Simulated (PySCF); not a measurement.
Br$_{4}$Hf, singlet, at a GFN2-xTB geometry of the parent state (such geometries of metal compounds can be far from the true shape) (the multiplicity is a formal guess) (core potentials on Hf); PySCF with DF-HF/def2-SVP.

Input for PySCF:
```python
from pyscf import gto, scf

mol = gto.Mole()
mol.atom = '''
    Hf   -0.000000   -0.000000    0.000000
    Br    1.982655   -0.575252   -1.454717
    Br    0.767575    0.306478    2.386407
    Br   -1.057251    2.139766   -0.825628
    Br   -1.692979   -1.870992   -0.106061
'''
mol.basis = 'def2-svp'
mol.ecp = {'Hf': 'def2-svp'}
mol.charge = 0
mol.spin = 0
mol.verbose = 4
mol.build()

mf = scf.RHF(mol)
mf = mf.density_fit(auxbasis='def2-universal-jkfit')
mf.kernel()
```

Output, abridged:

```
PySCF version 2.14.0

[INPUT] verbose = 4
[INPUT] num. atoms = 5
[INPUT] num. electrons = 152
[INPUT] charge = 0
[INPUT] spin (= nelec alpha-beta = 2S) = 0
[INPUT] symmetry False subgroup None
[INPUT] Mole.unit = angstrom
[INPUT] Symbol           X                Y                Z      unit          X                Y                Z       unit  Magmom
[INPUT]  1 Hf     0.000000000000   0.000000000000   0.000000000000 AA    0.000000000000   0.000000000000   0.000000000000 Bohr   0.0
[INPUT]  2 Br     1.982655000000  -0.575252000000  -1.454717000000 AA    3.746674949500  -1.087068732608  -2.749016718749 Bohr   0.0
[INPUT]  3 Br     0.767575000000   0.306478000000   2.386407000000 AA    1.450506530063   0.579159483204   4.509655651745 Bohr   0.0
[INPUT]  4 Br    -1.057251000000   2.139766000000  -0.825628000000 AA   -1.997914834923   4.043571710656  -1.560210800772 Bohr   0.0
[INPUT]  5 Br    -1.692979000000  -1.870992000000  -0.106061000000 AA   -3.199266644640  -3.535662461252  -0.200426242497 Bohr   0.0

nuclear repulsion = 1295.12567921133
number of shells = 60
number of NR pGTOs = 353
number of NR cGTOs = 160
basis = def2-svp
ecp = {'Hf': 'def2-svp'}

******** <class 'pyscf.df.df_jk.DFRHF'> ********
method = DFRHF
initial guess = minao
damping factor = 0
level_shift factor = 0
DIIS = <class 'pyscf.scf.diis.CDIIS'>
diis_start_cycle = 1
diis_space = 8
diis_damp = 0
SCF conv_tol = 1e-09
SCF conv_tol_grad = None
SCF max_cycles = 50
direct_scf = False
Set gradient conv threshold to 3.16228e-05
Initial guess from minao.
******** <class 'pyscf.df.df.DF'> ********
auxbasis = def2-universal-jkfit
init E= -10319.120676122
  HOMO = -0.526598229254065  LUMO = -0.198093964505842  gap/eV = 8.93906
cycle= 1 E= -10336.1828425051  delta_E= -17.1  |g|= 0.486  |ddm|= 7.61
  HOMO = -0.423720037095484  LUMO = 0.0125191684509518  gap/eV = 11.87067
cycle= 2 E= -10336.2044766485  delta_E= -0.0216  |g|= 0.121  |ddm|= 0.577
  HOMO = -0.433596676189413  LUMO = 0.0386801826687376  gap/eV = 12.85131
cycle= 3 E= -10336.2070592694  delta_E= -0.00258  |g|= 0.0741  |ddm|= 0.238
  HOMO = -0.434566638888998  LUMO = 0.022509408762875  gap/eV = 12.43767
cycle= 4 E= -10336.2083987547  delta_E= -0.00134  |g|= 0.00977  |ddm|= 0.0829
  HOMO = -0.433599921425698  LUMO = 0.0257921237338159  gap/eV = 12.50069
cycle= 5 E= -10336.208459129  delta_E= -6.04e-05  |g|= 0.0042  |ddm|= 0.0284
  HOMO = -0.43393099715432  LUMO = 0.0248947798684924  gap/eV = 12.48529
cycle= 6 E= -10336.2084681402  delta_E= -9.01e-06  |g|= 0.000888  |ddm|= 0.00813
  HOMO = -0.434017854726677  LUMO = 0.0250418605378757  gap/eV = 12.49165
cycle= 7 E= -10336.208468917  delta_E= -7.77e-07  |g|= 0.000266  |ddm|= 0.00247
  HOMO = -0.434005946705213  LUMO = 0.0250823893254389  gap/eV = 12.49243
cycle= 8 E= -10336.2084690088  delta_E= -9.18e-08  |g|= 6.2e-05  |ddm|= 0.00108
  HOMO = -0.434009678053115  LUMO = 0.0250902885794324  gap/eV = 12.49275
cycle= 9 E= -10336.2084690129  delta_E= -4.07e-09  |g|= 8.85e-06  |ddm|= 0.00027
  HOMO = -0.434010265250991  LUMO = 0.0250884690207685  gap/eV = 12.49271
cycle= 10 E= -10336.208469013  delta_E= -4.91e-11  |g|= 1.07e-06  |ddm|= 2.81e-05
  HOMO = -0.434010172156263  LUMO = 0.0250884440119477  gap/eV = 12.49271
Extra cycle  E= -10336.2084690129  delta_E= 5.46e-12  |g|= 5.34e-07  |ddm|= 2.61e-06
converged SCF energy = -10336.2084690129
```
